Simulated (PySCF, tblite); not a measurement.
Isomers of [C6H6F2O2]+ (charge +1 and doublet state), one GFN2-xTB conformer each. Single-point energies are computed at B3LYP/pcH-1 (PySCF, gas phase, no added dispersion term), electronic only. GFN2-xTB treats the open shell by occupation alone, and not every SCF solution was tested for stability.

| SMILES | GFN2-xTB relative energy (kcal/mol) |
| --- | --- |
| O=C1[CH+][CH]C[C@@H]1OC(F)F | 0.0 |
| [CH+]=[C][C@@H]1CO[C@H](F)O[C@@H]1F | 26.5 |

Conformers: `[O:1]=[C:2]1[CH+:3][CH:4][CH2:5][C@@H:6]1[O:7][CH:8]([F:9])[F:10]` (charge +1 and doublet state) with C5–C6–O7–C8 173°, C6–O7–C8–F9 -166°, O1–C2–C3–C4 -169°, C2–C3–C4–C5 -1°, C3–C4–C5–C6 -10°, C4–C5–C6–O7 133°; `[CH+:1]=[C:2][C@@H:3]1[CH2:4][O:5][C@H:6]([F:7])[O:8][C@@H:9]1[F:10]` (charge +1 and doublet state) with C2–C3–C4–O5 -178°, C3–C4–O5–C6 68°, C4–O5–C6–F7 59°, O5–C6–O8–C9 57°.

What does B3LYP/pcH-1 give for the same structures?

| SMILES | B3LYP/pcH-1 E (Eh) | B3LYP/pcH-1 (kcal/mol) | GFN2-xTB (kcal/mol) | point group |
| --- | --- | --- | --- | --- |
| O=C1[CH+][CH]C[C@@H]1OC(F)F | -582.05443 | 0.0 | 0.0 | C1 |
| [CH+]=[C][C@@H]1CO[C@H](F)O[C@@H]1F | -581.97945 | 47.1 | 26.5 | C1 |

Both levels put the same isomer lowest. As drawn, the lower has two fluorines on one carbon, which the higher lacks.

What happens when harmonic zero-point energies from GFN2-xTB frequencies are added?

```tsv
SMILES	ZPE (kcal/mol)	electronic (kcal/mol)	with ZPE (kcal/mol)
O=C1[CH+][CH]C[C@@H]1OC(F)F	68.0	0.0	0.0
[CH+]=[C][C@@H]1CO[C@H](F)O[C@@H]1F	67.9	47.1	46.9
```

The zero-point energies span 0.1 kcal/mol. The order is unchanged.
